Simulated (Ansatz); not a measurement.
System: AgI, net charge 0, triplet state. The spin state was set by rule; other spins were not relaxed. 
Geometry from a B3LYP-D3(BJ)/def2-TZVP (Ansatz, an electronic-structure program) optimisation:
```xyz
2

Ag     0.0000     0.0000    -1.7858
I      0.0000     0.0000     1.5836
```
Charge 0, spin multiplicity 3.

Wanted: atomisation energy (electronic, to ground-state atoms), in kcal/mol. Cores are frozen in the correlated levels unless marked. Open shells are spin-unrestricted. Spin-orbit coupling is left out. Frozen are the shells of the preceding noble gas and the d and f shells that filled before the atom's block. In def2 rows, elements after Kr have scalar-relativistic effective core potentials. The coupled-cluster limit lacks core correlation, which all-electron functionals hold. Basis-set limits of correlation are two-point, X^-3; Hartree-Fock from the larger set.

```
level                                        program  atomisation energy (kcal/mol)
------------------------------------  --------------  -----------------------------
r2SCAN/def2-TZVPD                             Ansatz                            ___
B2PLYP-D3(BJ)/def2-TZVPD              Ansatz + dftd3                            1.8
SCS-MP2/def2-TZVPP                            Ansatz                           -0.4
CCSD(T)/CBS(def2-TZVPPD,def2-QZVPPD)          Ansatz                            ___
```

Question: Complete the blanks.

Answer: 
- r2SCAN/def2-TZVPD, atomisation energy (kcal/mol): 3.8
- CCSD(T)/CBS(def2-TZVPPD,def2-QZVPPD), atomisation energy (kcal/mol): 1.4
